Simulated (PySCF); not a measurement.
C3H5FSe.
SMILES: `FC(=[Se])CC`

Jobs on this species (10 atoms, 66 electrons) with PySCF (density fitting). Hardware of each: x86-64 server, one thread, on a shared host. Times come from a shared host and carry two figures at best.

| level and settings | work | basis functions | SCF cycles | wall time |
| --- | --- | --- | --- | --- |
| PBE0/pcSseg-1 | shieldings, charges and field gradients | 134 | ? | ? |
| B3LYP/pcJ-1 | spin–spin couplings from 9 perturbed nuclei, spin–dipole term for 1 of them | 199 | ? | ? |
| wB97X-D/def2-SVPD | 10 singlets by full TDDFT, 4 Tamm–Dancoff triplets, polarisability, ΔSCF ions | 164 | 13 | 56 s |
| CAM-B3LYP/pcSseg-2 | shieldings | 277 | 14 | 45 s |
| PBE0-D3(BJ)/def2-SVP, grid level 1 | geometry optimisation from a GFN2-xTB start | 113 | 52 | 34 s |
| delta-SCF UKS SCAN, pcX-2 on the ionised atom, pcseg-1 elsewhere, spin-free X2C | ΔSCF core ionisation, 4 holes | 139 | 84 | 38 s |

Task: Fill in the missing figures.

Result: 
- PBE0/pcSseg-1; shieldings, charges and field gradients: 12 s, 13 SCF cycles
- B3LYP/pcJ-1; spin–spin couplings from 9 perturbed nuclei, spin–dipole term for 1 of them: 21 s, 13 SCF cycles

Task: What do all jobs in the table cost together?

Result: About 3.4 min; the longest takes about 27 % of that, and about 4.7 times as long as the shortest.
